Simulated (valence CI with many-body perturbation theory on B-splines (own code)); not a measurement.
**Assign the levels of As18+**

Calculated by relativistic CI+MBPT: five valence electrons over a frozen Dirac-Fock core [Ne], a basis of 11 s, 11 p, 10 d, 8 f, 5 g, 2 h functions for each j, with the one-electron correlation potential Σ1 (screened to all orders), the two-electron term Σ2, the three-electron term Σ3, Breit, model QED; selected single and double excitations, second order for the rest, scaled by the run's own slope (own B-spline code, finite nucleus).

No measured spectrum was set against this ion. As an estimate, levels of excited configurations hold to 0.05 to 0.15 % of their energy, terms of the ground configuration to about 0.5 %. Among the levels kept, up to 3300 cm⁻¹ of a level comes from second order outside the variational space, and about a tenth of that is noise between levels of different J, which matters for small intervals.

```
No.    J  Parity  E (eV)      g
  1  3/2     odd   0.000  1.855
  2  3/2     odd   7.480  1.032
  3  5/2     odd   9.994  1.199
  4  1/2     odd  15.031  0.663
  6  5/2    even  53.591  1.577
  7  3/2    even  57.819  1.695
  8  1/2    even  59.079  2.619
 10  5/2    even  68.236  1.220
 13  3/2    even  78.326  0.509
 14  5/2    even  80.038  1.096
 16  5/2    even  82.617  0.950
 17  7/2    even  82.925  1.246
 19  3/2    even  84.976  1.135
 21  9/2    even  85.594  1.304
```

Energies count from the lowest level. Strongly mixed levels and levels close to another of their J and parity are left out, so the numbers can have gaps.

Problem. Give configuration and LS term of each level.

Solution. 1: 3s2.3p3 4S°; 2: 3s2.3p3 2D°; 3: 3s2.3p3 2D°; 4: 3s2.3p3 2P°; 6: 3s.3p4 4P; 7: 3s.3p4 4P; 8: 3s.3p4 4P; 10: 3s.3p4 2D; 13: 3s2.3p2.3d 4F; 14: 3s2.3p2.3d 4F; 16: 3s2.3p2.3d 2F; 17: 3s2.3p2.3d 4F; 19: 3s2.3p2.3d 4D; 21: 3s2.3p2.3d 4F.
